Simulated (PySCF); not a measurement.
SMILES C(=C\N=C)(/Cl)C1=CCC1=O, C7H6ClNO

Cartesian coordinates in Å; atom numbers follow the order of the lines, from 1:
```xyz
16

C    -2.1763   -0.5146   -1.2424
N    -2.3289    0.1200   -0.1712
C    -1.7082    1.2327    0.2753
C    -0.4007    1.3261    0.6059
Cl    0.1460    2.7847    1.3981
C     0.6116    0.3304    0.4382
C     1.9243    0.2680    0.7833
C     2.1604   -1.1073    0.2112
C     0.6784   -1.0151   -0.1896
O    -0.0658   -1.7402   -0.7854
H    -1.5750   -0.1664   -2.0815
H    -2.7267   -1.4339   -1.3724
H    -2.3790    2.0445    0.5271
H     2.5864    0.9483    1.2835
H     2.8616   -1.1729   -0.6211
H     2.3844   -1.8955    0.9295
```

Level of theory: PySCF, GIAO BHandHLYP/pcSseg-1 magnetisability, rotational g tensor and spin-rotation constants, non-relativistic, gas phase. Geometry: GFN2-xTB.

Question: What are the magnetisability and the molar susceptibility?

Answer: Isotropic -1203 × 10⁻³⁰ J/T², or -72.4 × 10⁻⁶ cm³/mol; principal values -1411, -1219, -978 × 10⁻³⁰ J/T², anisotropy 376 × 10⁻³⁰ J/T² (root of half the summed squared differences of the principal values). The susceptibility is in cgs units.

Question: Split it along the inertial axes a, b, c into diamagnetic and paramagnetic parts about the centre of mass, with the quadrupole moment.

Answer: 
| axis | χ (10⁻⁶ cm³/mol) | diamagnetic (10⁻⁶ cm³/mol) | paramagnetic (10⁻⁶ cm³/mol) | summed x² of all electrons (Å²) | quadrupole Θ (D Å) |
| --- | --- | --- | --- | --- | --- |
| a | -63.1 | -932.2 | 869.1 | 244.6 | -9.37 |
| b | -70.3 | -1118.4 | 1048.2 | 200.7 | +12.11 |
| c | -83.9 | -1889.6 | 1805.6 | 19.0 | -2.74 |

Anisotropies 2χaa − χbb − χcc = +28.1 and 2χbb − χaa − χcc = +6.5 × 10⁻⁶ cm³/mol. Θ is traceless in Buckingham's convention.

Question: And the rotational g tensor?

Answer: 
| axis | rotational constant (GHz) | g | nuclear part | electronic part |
| --- | --- | --- | --- | --- |
| a | 1.4629 | -0.0306 | 0.5667 | -0.5973 |
| b | 1.1108 | -0.0261 | 0.5209 | -0.5470 |
| c | 0.6427 | -0.0083 | 0.5369 | -0.5452 |

Asymmetric top; isotopes 12C, 35Cl, 1H, 14N, 16O; no vibrational averaging.
